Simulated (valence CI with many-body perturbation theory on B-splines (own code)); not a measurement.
The numbers below are computed, except where a source is named.
Bi44+ in three bases

Level of theory: valence CI with perturbative core correlation (CI+MBPT): three valence electrons over a frozen Dirac-Fock core [Kr], radial functions for each j: 7 s, 7 p, 8 d, 6 f, 4 g, 1 h, with the one-electron correlation potential Σ1, the two-electron term Σ2, the three-electron term Σ3, Breit, model QED; selected CI, second order for the rest, scaled by the run's own slope (own B-spline code, finite nucleus).

No measured spectrum was set against this ion. As an estimate, large intervals hold to a few tenths of a per cent, small ones and those within an open d or f shell to about a per cent. Only levels of the ground parity were solved; by the run's estimate the other parity begins above the list, which can be wrong where configurations are misplaced.

The reference run has the lowest level (4d3/2^3) J=3/2 and an ionisation energy of 2254.71 eV. Its largest variational space holds 4851 state functions.

Levels are named by their leading jj configuration (3d3/2^4 stands for four electrons in 3d with j = 3/2), which in mixed levels can hold well under half, so a name can repeat and another be missing. Letters in brackets count levels of one name in rising energy.

Changed runs:
A. basis 6 s, 6 p, 5 d, 5 f, 1 g
B. basis 5 s, 5 p, 4 d, 4 f

Excitation energies of the reference run in cm⁻¹, and shifts in cm⁻¹:

```
                    Level  Reference       A      B
(4d3/2^2 4d5/2) J=5/2 [a]     244023    -176   -511
    (4d3/2^2 4d5/2) J=3/2     265319    -124   -120
    (4d3/2^2 4d5/2) J=7/2     282925     -22    +90
    (4d3/2^2 4d5/2) J=9/2     283784     +16   +245
    (4d3/2^2 4d5/2) J=1/2     285446     -66   +163
(4d3/2^2 4d5/2) J=5/2 [b]     368981     +94   +713
(4d3/2 4d5/2^2) J=7/2 [a]     521450    -154   -395
    (4d3/2 4d5/2^2) J=9/2     540091    -113   -166
(4d3/2 4d5/2^2) J=3/2 [a]     555536     -69    -66
    (4d3/2 4d5/2^2) J=1/2     566690     -19   +325
(4d3/2 4d5/2^2) J=5/2 [a]     570281     -70   +122
   (4d3/2 4d5/2^2) J=11/2     575740     +26   +447
   Ionisation energy (eV)    2254.71  -0.046  -0.12
```
